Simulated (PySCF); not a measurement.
The numbers are results of PBE-D3(BJ)/def2-TZVP // PBE0-D4/def2-TZVP run with PySCF, not measurements. Isolated molecules, 0 K electronic values unless said otherwise. Excitations are Tamm–Dancoff values on a coarser integration grid. The basis has no diffuse functions, so Rydberg states are missing or too high.

Reference species (SMILES): `[F][Ga]([F])[F]` (neutral, multiplicity 1).

```json
{
  "S1 oscillator strength": "0.000",
  "LUMO": "-3.36 eV",
  "S1 excitation (TDA)": "6.43 eV",
  "S1–T1 gap (TDA)": "0.33 eV"
}
```

Changed species: `[Br][Ga]([Br])[Br]` (3 of 3 F replaced by Br; the reference has 0 of 3 F replaced by Br).

Question: What does the change do to the S1 oscillator strength, LUMO, S1 excitation (TDA) and S1–T1 gap (TDA)?

Answer: the S1 oscillator strength is nearly the same; the LUMO rises by 0.27 eV, to -3.09 eV; the S1 excitation (TDA) decreases by 1.96 eV, to 4.47 eV; the S1–T1 gap (TDA) falls by 0.03 eV, to 0.30 eV.
